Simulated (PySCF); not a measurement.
CH₈N₂OSi, SMILES N(C)[Si@H](O)N.

The structure is a stationary point at ωB97X-D3(BJ)/def2-SVP. The structure was generated by enumeration; whether it is a known compound was not checked. One conformer was computed; it need not be the lowest.

Method: PySCF 2.14.0 with TDA-CAM-B3LYP/def2-SVPD.

Vertical excitations. Gas-phase values at a fixed geometry.

| state | energy (eV) | λ (nm) | f | main pairs |
|---|---|---|---|---|
| S1 | 6.36 | 195 | 0.008 | HOMO→LUMO 58 %, HOMO→LUMO+2 27 % |
| S2 | 6.79 | 183 | 0.037 | HOMO−1→LUMO 49 %, HOMO−1→LUMO+1 42 % |
| S3 | 7.07 | 175 | 0.036 | HOMO→LUMO+2 45 %, HOMO→LUMO 35 %, HOMO→LUMO+1 12 % |
| S4 | 7.09 | 175 | 0.039 | HOMO→LUMO+1 73 % |
| S5 | 7.60 | 163 | 0.021 | HOMO→LUMO+3 79 % |
| S6 | 7.64 | 162 | 0.045 | HOMO−1→LUMO 37 %, HOMO−1→LUMO+1 28 %, HOMO−1→LUMO+2 22 % |
| S7 | 8.02 | 155 | 0.016 | HOMO−2→LUMO 37 %, HOMO−1→LUMO+2 31 %, HOMO−2→LUMO+2 7 %, HOMO−1→LUMO+4 6 % |
| S8 | 8.06 | 154 | 0.012 | HOMO−2→LUMO 26 %, HOMO−1→LUMO+2 23 %, HOMO−1→LUMO+1 15 %, HOMO−2→LUMO+2 8 % |
| S9 | 8.30 | 149 | 0.026 | HOMO→LUMO+4 72 % |
| S10 | 8.44 | 147 | 0.035 | HOMO→LUMO+5 56 %, HOMO→LUMO+8 22 % |
| T1 | 6.14 | 202 | 0 | HOMO→LUMO 52 %, HOMO→LUMO+2 24 %, HOMO→LUMO+3 13 % |
| T2 | 6.39 | 194 | 0 | HOMO−1→LUMO+1 49 %, HOMO−1→LUMO 40 % |
| T3 | 6.64 | 187 | 0 | HOMO→LUMO+2 39 %, HOMO→LUMO+1 35 %, HOMO→LUMO 9 % |
| T4 | 6.97 | 178 | 0 | HOMO→LUMO+1 48 %, HOMO→LUMO+2 22 %, HOMO→LUMO 19 % |
Triplets are in the Tamm–Dancoff approximation.
